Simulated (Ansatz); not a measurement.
Ideal-gas functions of `F[C]1=[CH][AlH]1` at 298.15 K and 1 bar, from an Ansatz frequency run at PBE0-D4/def2-TZVP.

Molar mass 72.02 g/mol, point group Cs (symmetry number 1), electronic degeneracy 1, moments of inertia 24.991, 121.568, 146.559 u Å². Harmonic wavenumbers (cm⁻¹, unscaled): 343, 357, 477, 500, 612, 732, 896, 1016, 1219, 1523, 1986, 3172.

Use S(trans) = R[1.5 ln M + 2.5 ln T − 1.1517]; rotational temperatures θ = 24.2544 K / I; S(rot) = R[ln(√π/σ · √(T³/θAθBθC)) + 1.5]; for each mode x = 1.438777 ν̃/T, S = R[x/(eˣ − 1) − ln(1 − e⁻ˣ)] and H = RT x/(eˣ − 1); 1 cm⁻¹ = 0.0119627 kJ/mol; R = 8.31446 J/(mol·K).

Task: By hand: the entropy, in J/(mol·K).

Result: Translation 162.2. Rotation: θ = 0.9705, 0.1995, 0.1655 K, giving 102.6. Vibration, mode by mode: 5.01, 4.75, 3.00, 2.75, 1.80, 1.13, 0.59, 0.37, 0.16, 0.04, 0.01, 0.00, in all 19.6. Electronic 0.0. Sum 284.4 J/(mol·K).

Task: By hand: H − E and G − E in kJ/mol, counted from the electronic energy.

Result: Zero-point energy ½ × 12833 × 0.0119627 = 76.8; thermal vibration 4.1; translation, rotation and pV give 4 RT = 9.9. H − E = 90.8 kJ/mol, and G − E = 90.8 − 298.15 × 284.4/1000 = 6.0 kJ/mol.

Vibration gives 7 % of the entropy.
